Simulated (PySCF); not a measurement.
CH3F3OSi.

```xyz
9

O     -1.1929     0.5803     0.9711
Si    -0.3139    -0.2632    -0.1402
F     -0.5087    -1.8586     0.0846
F     -0.8449     0.0209    -1.6491
C      1.5040     0.2363     0.0510
F      1.5169     1.4469     0.7667
H     -0.6481     1.2853     1.3729
H      2.0139     0.3848    -0.9258
H      2.0772    -0.5287     0.6203
```
Charge 0, spin multiplicity 1.

Geometry optimised at PBE-D3(BJ)/def2-SVP. The structure was generated by enumeration, and PubChem lists no compound with its InChIKey, so it may never have been made. The values are those of a single conformer.

Computed with PBE/pcSseg-1 in PySCF. Non-relativistic, no solvent.

Computed absolute GIAO shielding of each atom: isotropic value and principal components (ppm):
```csv
atom,σ(iso),σ11,σ22,σ33,span
O1,267.0,202.4,290.1,308.4,106.1
Si2,376.3,345.5,386.0,397.5,52.0
F3,304.5,244.6,285.2,383.6,139.0
F4,295.4,241.8,265.9,378.4,136.6
C5,100.0,58.9,70.2,170.9,111.9
F6,453.4,419.3,459.6,481.4,62.0
H7,27.4,18.3,25.9,38.0,19.8
H8,26.4,23.0,25.9,30.2,7.2
H9,26.4,22.6,26.0,30.6,8.0
```
